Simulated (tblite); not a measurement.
C2H4BBr2N.
Bonds: C1–C2, C2–N3 (triple), N3–B4, B4–Br5, B4–Br6. Hydrogens: H7, H8, H9 on C1; H10 on B4.
Bond orders are those of one Lewis drawing.

Computed with GFN2-xTB (tblite), gas phase: L-BFGS steps from a force-field or distance-geometry start until the largest atomic force falls under 0.01 eV/Å.

Geometry at step 0:
```
atom  x, y, z in Å
C1     -2.1063   -0.0522   -0.2131
C2     -0.6571   -0.0275   -0.1423
N3      0.5130   -0.0212   -0.0463
B4      1.9896    0.0327    0.0456
Br5     2.6884   -1.2404    1.4532
Br6     2.6213    1.8543    0.5615
H7     -2.3818   -0.9169   -0.8751
H8     -2.5117    0.9191   -0.5959
H9     -2.5726   -0.1969    0.7875
H10     2.4261   -0.3463   -0.9976
```

Task: Give the atomic forces at this geometry.

Result: 
```json
{"atom": "C1", "Fx (eV/Å)": "0.392", "Fy (eV/Å)": "-0.110", "Fz (eV/Å)": "-0.138"}
{"atom": "C2", "Fx (eV/Å)": "1.346", "Fy (eV/Å)": "0.161", "Fz (eV/Å)": "0.488"}
{"atom": "N3", "Fx (eV/Å)": "-2.469", "Fy (eV/Å)": "0.077", "Fz (eV/Å)": "-0.019"}
{"atom": "B4", "Fx (eV/Å)": "0.548", "Fy (eV/Å)": "-0.322", "Fz (eV/Å)": "-0.071"}
{"atom": "Br5", "Fx (eV/Å)": "-0.444", "Fy (eV/Å)": "-0.138", "Fz (eV/Å)": "0.012"}
{"atom": "Br6", "Fx (eV/Å)": "-0.375", "Fy (eV/Å)": "0.093", "Fz (eV/Å)": "-0.227"}
{"atom": "H7", "Fx (eV/Å)": "0.076", "Fy (eV/Å)": "0.860", "Fz (eV/Å)": "0.489"}
{"atom": "H8", "Fx (eV/Å)": "0.496", "Fy (eV/Å)": "-0.827", "Fz (eV/Å)": "0.049"}
{"atom": "H9", "Fx (eV/Å)": "0.554", "Fy (eV/Å)": "-0.052", "Fz (eV/Å)": "-0.530"}
{"atom": "H10", "Fx (eV/Å)": "-0.124", "Fy (eV/Å)": "0.259", "Fz (eV/Å)": "-0.052"}
```

The largest, 2.47 eV/Å, acts on N3; the rms over all components is 0.627 eV/Å. The forces sum to zero within rounding, as they must for an isolated molecule in no field.

Task: Give the force on N3 in Eh/bohr and in nN.

Result: 2.470 eV/Å ÷ 51.422 = 0.04804 Eh/bohr, and 2.470 eV/Å × 1.602 = 3.96 nN.

Task: How far is this geometry from the end of the optimisation?

Result: 0.255 eV above it, and 0.203 Å rms away after alignment. The bonds farthest from their final lengths, with half the difference of the two atoms' forces along the bond (positive lengthens):

| bond | now (Å) | final (Å) | force along bond (eV/Å) |
| --- | --- | --- | --- |
| C1–C2 | 1.451 | 1.415 | +0.49 |
| C1–H7 | 1.123 | 1.091 | -0.52 |
| C1–H8 | 1.120 | 1.091 | -0.36 |
| B4–Br5 | 2.022 | 1.998 | -0.20 |
| C2≡N3 | 1.174 | 1.150 | -1.92 |
| C1–H9 | 1.113 | 1.092 | -0.21 |

The angle farthest from its final value is C2–N3–B4, 177.9° against 168.6°.

Of the 6 listed bonds off by 0.010 Å or more, this force points towards the final length in 5.

What follows is the cost of the whole relaxation. Hardware: Arm Neoverse N1, one thread (shared host). Cost: 0.35 s.
